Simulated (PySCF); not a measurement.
# Excitation energy of O²⁺ by level of theory

O²⁺ [He] 2s2 2p2 (3P) → O²⁺ [He] 2s1 2p3 (5S), as a difference of total energies. Computed with PySCF 2.14 in x2c-TZVPPall, with scalar relativity by spin-free X2C-1e. Correlated levels: valence and next inner shell: nothing frozen. The calculations carry no spin-orbit coupling.

```tsv
method	excitation energy (eV)
UHF	5.571
MP2 (valence and next inner shell)	6.837
SCS-MP2 (valence and next inner shell)	7.424
CCSD (valence and next inner shell)	7.288
CCSD(T) (valence and next inner shell)	7.323
```

Task: How much does correlation contribute at CCSD(T) (valence and next inner shell)?

Result: 7.323 − (5.571) = 1.752 eV, measured against UHF.

A first-order spin-orbit estimate (lowest level to lowest level, LS coupling) adds 0.028 eV.
